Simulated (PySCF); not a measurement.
# Zinc: highly charged ions in a basis for the neutral atom

Zn¹⁸⁺ [Ne] 3s2, Zn¹⁹⁺ [Ne] 3s1. Computed with PySCF 2.14 in cc-pVTZ-PP with ECP10MDF, with scalar relativity through the core potential. No spin-orbit coupling, so a gap to NIST mixes the basis error with missing relativistic terms.

Changed run: basis of the neutral atom used for a highly charged ion. This setting is unsound on purpose.

```csv
species,method,sound run (hartree),changed run (hartree),converged
Zn¹⁸⁺,UHF,not run,-52.15629,yes
Zn¹⁸⁺,TPSS,not run,-52.31643,yes
Zn¹⁸⁺,M06-2X,not run,-52.31172,yes
Zn¹⁹⁺,UHF,not run,-26.84327,yes
Zn¹⁹⁺,TPSS,not run,-26.89814,yes
Zn¹⁹⁺,M06-2X,not run,-26.89461,yes
```

Ionisation energy of Zn¹⁸⁺:

```csv
method,changed run (eV),NIST (eV)
UHF,688.80,697.5 ± 0.7
TPSS,691.67,697.5 ± 0.7
M06-2X,691.63,697.5 ± 0.7
```

The contracted functions were made for the neutral atom and can be too rigid for a highly charged ion.
